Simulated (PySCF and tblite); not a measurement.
Results of a calculation; reference values are marked as such.
System: C₄H₃BrO₃, numbered as in [O:1]=[CH:2]/[C:3](=[CH:4]\[Br:5])[C:6](=[O:7])[OH:8].

Motion: rotation about the C6–O8 bond (torsion C3–C6–O8–H from 180° to 355°, rising). GFN2-xTB gives an electronic barrier of 13.5 kcal/mol and a reaction energy of 8.5 kcal/mol.

Spin–orbit effects of heavy atoms on shieldings are missing.

Problem. What does PBE0/pcSseg-1 + D3(BJ) give on GFN2-xTB geometries?

Solution. A barrier of 12.7 kcal/mol, 0.7 below the tight-binding barrier (from unrounded values), a reaction energy of 8.5 kcal/mol and, with GFN2-xTB thermal terms, ΔG‡(298 K) = 11.7 kcal/mol and k = 3.1×10⁴ s⁻¹ (2 equivalent paths).

Programs: tblite and PySCF.
